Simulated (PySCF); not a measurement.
Which method gave which barrier?

Saddle point of ZnH2BrCl, closed shell (ZnBrCl + H₂ → ZnHCl ([Cl][ZnH]) + HBr; bonds formed: Zn1–H5, Br2–H4; bonds broken: Zn1–Br2, H4–H5), PBE0-D4/def2-TZVP structure:

Zn1  (-0.544, 0.067, 0.391)
Br2  (1.086, -0.831, -1.481)
Cl3  (-2.473, -0.610, 0.864)
H4  (1.146, 0.355, -0.328)
H5  (0.785, 1.019, 0.553)
(Å)

Program: PySCF 2.14 with density fitting (its default auxiliary sets; JK sets also for MP2 and CCSD(T)). Basis: def2-TZVPP, with def2-QZVPP for the basis limit. Cores are frozen in the correlated methods. The 3s and 3p shells of Cu and Zn are frozen; filled d shells are correlated. The def2 sets are not built for correlating such inner shells, so the correlated values are less sure here. Extrapolation: Hartree–Fock as exp(−7.88 √X), correlation as X^−2.97. Four methods, as single points on the PBE0-D4 structures, gave these electronic barriers from the start structure: 101.6, 145.2, 161.2, 209.5 kJ/mol.

Problem. The methods were, in alphabetical order, CCSD(T), HF, PBE0-D4, SPW92. Which gave which? (A judgement: the text doesn't fix the answer.)

Solution. The calculation gives: SPW92 101.6; PBE0-D4 145.2; CCSD(T) 161.2; HF 209.5 kJ/mol. For comparison, CCSD(T) at an estimated basis limit (MP2 extrapolated from triple and quadruple zeta, plus CCSD(T) − MP2 in triple zeta) gives 166.6 kJ/mol.

T1 diagnostic: at most 0.012.

Labels in which every atom is bracketed show which atoms are joined, not bond orders.

For scale, one of the runs: CCSD(T)/def2-TZVPP, 182 basis functions, launched by `OMP_NUM_THREADS=4 python run.py`. Time: 8.2 min of wall clock on 4 CPU threads of an Arm Neoverse V1; the host was shared. Peak host memory: 2.3 GiB.
